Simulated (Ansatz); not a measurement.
`[SiH3][CH2][GaH][Cl]` + HBr → `[Cl][GaH][Br]` + `C[SiH3]` at 700 K and 1 bar (ligand exchange at a Ga–C bond).

Program: Ansatz. Geometries: PBE0-D4/def2-TZVP. ΔE: electronic, gas phase. CCSD(T)/CBS is the MP2 limit (def2-TZVPP, def2-QZVPP) plus CCSD(T) − MP2 in def2-TZVPP, frozen cores. This one scheme is used for every species. For Br, Ga outer-core shells are correlated without core-valence functions, which leaves a few kJ/mol of doubt a bond. Scalar relativity is left out up to krypton. Each species was taken in one conformer, which may not be the lowest.

```tsv
species	CCSD(T)/CBS energy (Eh)	H − E (kJ/mol)	S (J/(mol·K))
`[SiH3][CH2][GaH][Cl]`	-2714.51621	236.5	494.7
HBr	-2573.91920	36.5	223.7
`[Cl][GaH][Br]`	-4957.74201	66.7	377.2
`C[SiH3]`	-330.73916	210.8	332.0
```

H − E and S are ideal-gas, rigid-rotor, harmonic terms from PBE0-D4/def2-TZVP, for one conformer and one mirror image of each species. 1 Eh = 2625.50 kJ/mol, R = 8.31446 J/(mol·K).

Question: By hand: ΔE, ΔH, ΔS and ΔG.

Answer: ΔE = (-4957.74201) + (-330.73916) − (-2714.51621) − (-2573.91920) = -0.04576 Eh = -120.1 kJ/mol. Δ(H − E) = 66.7 + 210.8 − 236.5 − 36.5 = 4.5, so ΔH = -115.6 kJ/mol. ΔS = 377.2 + 332.0 − 494.7 − 223.7 = -9.2 J/(mol·K). ΔG = -115.6 − 700 × (-9.2)/1000 = -109.2 kJ/mol.

Question: By hand: the equilibrium constant, and the temperature at which ΔG would vanish if ΔH and ΔS stayed fixed.

Answer: log₁₀ K = −ΔG/(RT ln 10) = 8.1. ΔG = 0 at ΔH/ΔS = 12565 K, far beyond where these terms or the molecules hold.

The number of gas molecules stays the same, so ΔS is small and ΔH decides. A doubt of 5 kJ/mol in ΔE shifts log₁₀ K by 0.4 here. Other conformers and mirror images would add mixing entropy, several J/(mol·K) or more a flexible species. Modes under 60 cm⁻¹, often nearly free rotors, make the harmonic entropy too high. These are equilibria of isolated gas molecules and say nothing of rates. Largest T1 diagnostic: 0.012 (customary marks: 0.02 for closed shells, 0.045 for open ones).
